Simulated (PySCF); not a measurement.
Molfile (atoms numbered from 1):
```
C5H16N2Si2
     RDKit          3D

 25 25  0  0  0  0  0  0  0  0999 V2000
   -2.0624    0.4779    1.6134 C   0  0  0  0  0  0  0  0  0  0  0  0
   -1.3108    0.3896   -0.1007 Si  0  0  2  0  0  4  0  0  0  0  0  0
   -1.7008    1.8068   -1.0192 N   0  0  0  0  0  0  0  0  0  0  0  0
   -2.2111   -1.4082   -1.3298 Si  0  0  0  0  0  4  0  0  0  0  0  0
    0.4060    0.1803    0.1043 N   0  0  0  0  0  0  0  0  0  0  0  0
    1.3539    0.3364   -0.9867 C   0  0  0  0  0  0  0  0  0  0  0  0
    2.7094    0.3081   -0.2915 C   0  0  0  0  0  0  0  0  0  0  0  0
    2.4768   -0.7272    0.8033 C   0  0  0  0  0  0  0  0  0  0  0  0
    1.0460   -0.4336    1.2628 C   0  0  0  0  0  0  0  0  0  0  0  0
   -3.1514    0.6163    1.5384 H   0  0  0  0  0  0  0  0  0  0  0  0
   -1.8705   -0.4409    2.1884 H   0  0  0  0  0  0  0  0  0  0  0  0
   -1.6443    1.3265    2.1788 H   0  0  0  0  0  0  0  0  0  0  0  0
   -1.7435    1.7618   -2.0302 H   0  0  0  0  0  0  0  0  0  0  0  0
   -1.3810    2.7194   -0.7109 H   0  0  0  0  0  0  0  0  0  0  0  0
   -1.6966   -1.4033   -2.7400 H   0  0  0  0  0  0  0  0  0  0  0  0
   -1.7945   -2.7124   -0.7175 H   0  0  0  0  0  0  0  0  0  0  0  0
   -3.7085   -1.4007   -1.4034 H   0  0  0  0  0  0  0  0  0  0  0  0
    1.1734    1.2743   -1.5380 H   0  0  0  0  0  0  0  0  0  0  0  0
    1.2930   -0.4881   -1.7299 H   0  0  0  0  0  0  0  0  0  0  0  0
    2.9213    1.2944    0.1537 H   0  0  0  0  0  0  0  0  0  0  0  0
    3.5391    0.0558   -0.9682 H   0  0  0  0  0  0  0  0  0  0  0  0
    2.5323   -1.7398    0.3710 H   0  0  0  0  0  0  0  0  0  0  0  0
    3.2065   -0.6778    1.6247 H   0  0  0  0  0  0  0  0  0  0  0  0
    1.0451    0.2529    2.1315 H   0  0  0  0  0  0  0  0  0  0  0  0
    0.5391   -1.3590    1.5932 H   0  0  0  0  0  0  0  0  0  0  0  0
  1  2  1  0
  2  3  1  6
  2  4  1  0
  2  5  1  0
  5  6  1  0
  6  7  1  0
  7  8  1  0
  8  9  1  0
  9  5  1  0
  1 10  1  0
  1 11  1  0
  1 12  1  0
  3 13  1  0
  3 14  1  0
  4 15  1  0
  4 16  1  0
  4 17  1  0
  6 18  1  0
  6 19  1  0
  7 20  1  0
  7 21  1  0
  8 22  1  0
  8 23  1  0
  9 24  1  0
  9 25  1  0
M  END
```

Geometry: PBE0-D3(BJ)/def2-SVP; GIAO absolute shieldings from PySCF 2.14, gas phase, non-relativistic, averaged over equivalent atoms.

At PBE0/pcSseg-1 (247 basis functions, 83 s wall time on 1 thread of an Arm Neoverse V2, shared host):
| atoms | σ (ppm) |
| --- | --- |
| C6/C9 | 136.0 |
| C7/C8 | 154.2 |
| C1 | 183.4 |
| Si2 | 365.1 |
| Si4 | 475.2 |
| N5 | 210.9 |
| N3 | 235.8 |
| H15/H16/H17 | 28.04 |
| H18/H25 | 28.24 |
| H19/H24 | 28.47 |
| H21/H23 | 29.57 |
| H20/H22 | 29.73 |
| H13/H14 | 30.67 |
| H10/H11/H12 | 30.90 |

Question: What do these become at KT3/pcSseg-1?

Answer: 
```json
{"atoms": "C6/C9", "σ at KT3/pcSseg-1": "133.0", "change": "-3.0"}
{"atoms": "C7/C8", "σ at KT3/pcSseg-1": "151.0", "change": "-3.2"}
{"atoms": "C1", "σ at KT3/pcSseg-1": "181.0", "change": "-2.4"}
{"atoms": "Si2", "σ at KT3/pcSseg-1": "381.2", "change": "+16.1"}
{"atoms": "Si4", "σ at KT3/pcSseg-1": "485.9", "change": "+10.7"}
{"atoms": "N5", "σ at KT3/pcSseg-1": "199.4", "change": "-11.5"}
{"atoms": "N3", "σ at KT3/pcSseg-1": "232.2", "change": "-3.6"}
{"atoms": "H15/H16/H17", "σ at KT3/pcSseg-1": "28.20", "change": "+0.16"}
{"atoms": "H18/H25", "σ at KT3/pcSseg-1": "28.12", "change": "-0.12"}
{"atoms": "H19/H24", "σ at KT3/pcSseg-1": "28.38", "change": "-0.09"}
{"atoms": "H21/H23", "σ at KT3/pcSseg-1": "29.54", "change": "-0.03"}
{"atoms": "H20/H22", "σ at KT3/pcSseg-1": "29.77", "change": "+0.04"}
{"atoms": "H13/H14", "σ at KT3/pcSseg-1": "30.74", "change": "+0.07"}
{"atoms": "H10/H11/H12", "σ at KT3/pcSseg-1": "30.95", "change": "+0.05"}
```

The largest change is at Si2 (silicon bonded to C, 2 N, Si). Cost: 247 basis functions, 80 s wall time on 1 thread of an Arm Neoverse V2, shared host. The order of the carbon signals is the same at both levels.
